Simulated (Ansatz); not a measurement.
Gas-phase electronic energies from Ansatz, PBE0-D4/def2-TZVP geometries. CCSD(T)/CBS is the MP2 limit (def2-TZVPP, def2-QZVPP) plus CCSD(T) − MP2 in def2-TZVPP, frozen cores. This one scheme is used for every species. Functionals use def2-TZVPP. For Se outer-core shells are correlated without core-valence functions, which leaves a few kJ/mol of doubt a bond. Scalar relativity is left out up to krypton. Each species was taken in one conformer, which may not be the lowest.

Consider the formal exchange of groups at the Al–C bond: `Cl[CH2][AlH][SeH]` + `N[SiH3]` → `N[SiH2][AlH][SeH]` + `CCl`.

```
        level  ΔE (kcal/mol)
      ωB97X-V           -0.3
MP2/CBS(def2)            2.3
```

Q: What does CCSD(T)/CBS give? (Estimate.)

A: Ansatz gave: +0.3 kcal/mol. The listed levels differ from it by -0.6, 2.0 kcal/mol.

Largest T1 diagnostic among the species: 0.011.
